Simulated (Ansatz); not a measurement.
Program: Ansatz. Geometries: PBE0-D4/def2-TZVP. ΔE: electronic, gas phase. CBS: MP2 limit from def2 TZ/QZ plus the TZ coupled-cluster correction, frozen cores. This one scheme is used for every species. Functionals use def2-TZVPP. def2 core potentials past Kr. For I outer-core shells are correlated without core-valence functions, which leaves a few kJ/mol of doubt a bond. Each species was taken in one conformer, which may not be the lowest.

`N[Si](O)(O)I` + H–F → `N[Si](O)(O)F` + HI  (ligand exchange at the Si–I bond)

```json
{"level": "B97M-V", "ΔE (kJ/mol)": "-85.0"}
{"level": "PBE-QIDH", "ΔE (kJ/mol)": "-67.8"}
{"level": "revPBE", "ΔE (kJ/mol)": "-64.0"}
{"level": "BLYP", "ΔE (kJ/mol)": "-84.0"}
{"level": "BHLYP", "ΔE (kJ/mol)": "-90.9"}
{"level": "HF/def2-SVP", "ΔE (kJ/mol)": "-92.3"}
{"level": "CCSD/def2-SVP", "ΔE (kJ/mol)": "-84.3"}
{"level": "SCS-MP2/def2-QZVPP", "ΔE (kJ/mol)": "-70.7"}
```

Question: What does CCSD(T)/CBS give? (Estimate.)

Answer: Ansatz gave: -67.8 kJ/mol. The listed levels differ from it by -17.2, 0.0, 3.8, -16.2, -23.1, -24.5, -16.5, -2.9 kJ/mol.

Largest T1 diagnostic among the species: 0.011.

From BLYP to BHLYP (50 % exact exchange), in def2-TZVPP and without D4, ΔE moves by −6.9 kJ/mol. Leaving LDA and LC-ωPBE aside and taking each functional with its dispersion term where it has one, the values, not all of them listed here, spread over 30.6 kJ/mol, from B97M-V to revPBE-D4. In def2-TZVPP, CCSD(T) changes the Hartree–Fock value by +20.7 kJ/mol (the triples alone add +4.9 kJ/mol) and MP2 by +33.1 kJ/mol.

CCSD(T)/CBS has its own doubt, a few kJ/mol and more with outer-core shells, so smaller differences from it don't rank the levels.
